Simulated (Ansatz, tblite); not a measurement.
Cost and result up the ladder for In4Sb3⁺ (the lowest singlet isomer of a short search) (7 atoms). The state is a singlet with charge 1. Geometry: PBE-D4/def2-SVP.

Cartesian coordinates in Å:
```
In 1.7505 -0.1474 1.3616
In -1.0219 -0.3801 2.9716
In -1.8465 1.6394 -2.4660
In 1.4550 -2.7707 -0.4720
Sb -0.3212 1.9128 0.4718
Sb 1.1398 0.5022 -1.5606
Sb -1.1557 -0.7562 -0.3064
```

Ansatz on 4 threads of Arm Neoverse V1 on a shared host; xTB runs through tblite on one thread. Times are rough, summed over both states, and most runs start from the orbitals of an earlier one. PBE0-D4/def2-TZVP serves as the yardstick here, not as an exact answer. The other state is a triplet at its own geometry, which has other bonds, so the gap mixes isomer and spin.

In the def2 sets In, Sb take a core potential; there is no spin–orbit coupling. The xTB rows come from tblite. The structure comes from a short search, and lower isomers may exist.

xTB has no spin-polarisation term.

```tsv
level	functions	triplet − singlet (eV)	difference from PBE0-D4/def2-TZVP (eV)
GFN1-xTB	63	1.85	0.84
PBE0-D4/def2-TZVP	350	1.01	0.00
PBE-D4/def2-TZVP	350	0.94	-0.06
r2SCAN-D4/def2-TZVP	350	1.02	0.02
```

Question: Estimate how long each takes.

Answer: GFN1-xTB 0.027 s; PBE-D4/def2-TZVP 36 s; r2SCAN-D4/def2-TZVP 78 s; PBE0-D4/def2-TZVP 89 s. On shared hardware such times vary by a factor of up to 3.
